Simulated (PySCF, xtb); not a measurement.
CuH, SMILES [CuH] (connectivity only; charge and spin as stated), neutral, multiplicity 1.

Harmonic wavenumbers (cm⁻¹) from GFN2-xTB run with xtb at its own minimum, in rising order: 1713.

**Question.** What does PBE0-D3(BJ)/def2-TZVPD (PySCF) give at its own minimum? (An estimate is asked for; the answer gives what the named calculation found.)

**Answer.** 1865. Paired by order, the mean absolute difference is 151 cm⁻¹ and the zero-point energies are 2.4 and 2.7 kcal/mol.
